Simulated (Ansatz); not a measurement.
Start from `N=CC1(F)C[SiH2]1` and change one atom or group to get `FC1C[SiH2]1`.

Ansatz, PBE0-D4/def2-TZVP geometries, multiplicity 1. Each molecule was computed in one conformer, which needn't be the lowest.

| property | `N=CC1(F)C[SiH2]1` |
| --- | --- |
| HOMO energy (ωB97M-V/def2-TZVPP) / eV | -9.31 |
| HOMO energy (PBE/def2-TZVPP) / eV | -5.91 |
| HOMO–LUMO gap (PBE0/def2-TZVPP) / eV | 6.53 |
| HOMO energy (PBE0/def2-TZVPP) / eV | -7.16 |
| HOMO–LUMO gap (PBE/def2-TZVPP) / eV | 4.35 |
| LUMO energy (B3LYP/def2-TZVPP) / eV | -0.85 |

(1) What does the change do to each property? (Estimate.)

Results:

(1) Ansatz gave: 
| property | `FC1C[SiH2]1` | shift |
| --- | --- | --- |
| HOMO energy (ωB97M-V/def2-TZVPP) / eV | -9.26 | 0.05 |
| HOMO energy (PBE/def2-TZVPP) / eV | -5.87 | 0.04 |
| HOMO–LUMO gap (PBE0/def2-TZVPP) / eV | 7.06 | 0.53 |
| HOMO energy (PBE0/def2-TZVPP) / eV | -7.08 | 0.08 |
| HOMO–LUMO gap (PBE/def2-TZVPP) / eV | 5.04 | 0.69 |
| LUMO energy (B3LYP/def2-TZVPP) / eV | -0.26 | 0.59 |

With PBE0 the HOMO rises by 0.08 eV and the LUMO rises by 0.61 eV, so the gap widens by about 0.53 eV. PBE moves the HOMO by 0.04 eV and ωB97M-V by 0.05 eV.

B3LYP here is the variant with VWN-RPA as its local correlation; programs differ in this.
